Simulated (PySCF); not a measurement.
Problem. Write Cartesian coordinates for BiH2(NMe2) (`C[N](C)[BiH2]`) as optimised with PBE0-D3(BJ)/def2-SVP.

Solution. 
```xyz
12
C2H8BiN angstrom
Bi     0.7288    1.5832    1.3021
H      2.2571    1.3571    0.3402
H      0.2123    2.8546    0.1386
N     -0.4402    0.0742    0.2604
C     -0.3111    0.0408   -1.1720
C     -0.3633   -1.2363    0.8543
H      0.6723   -0.3353   -1.5359
H     -0.4641    1.0421   -1.6027
H     -1.0865   -0.6233   -1.6012
H     -0.4860   -1.1827    1.9486
H     -1.1864   -1.8701    0.4716
H      0.5827   -1.7871    0.6471
```

Orientation and origin are arbitrary. Atoms count from 1 in this order. N4 (nitrogen bonded to Bi and 2 C) is pyramidal (angles 116.4°, 113.9° and 112.6°, sum 342.9°, 0.39 Å off the plane of its three neighbours). Bi1 (bismuth bonded to N and 2 H) is pyramidal (angles 96.4°, 91.5° and 89.3°, sum 277.2°, 1.06 Å off the plane of its three neighbours). Of the pairs four or more bonds apart, H9···H11 is among the closest relative to their van der Waals radii: 2.42 Å, 101 % of the sum of Bondi's values.

Bonds between heavy atoms (Å): Bi1–N4 2.175, N4–C5 1.439, N4–C6 1.441.

Theory: PBE0-D3(BJ)/def2-SVP geometry optimisation, gas phase, def2 core potentials past Kr (PySCF).

Whether it is a minimum is left open (no frequencies). One conformer, not necessarily the lowest (H–Bi1–N4–C5 -43° and 47°).
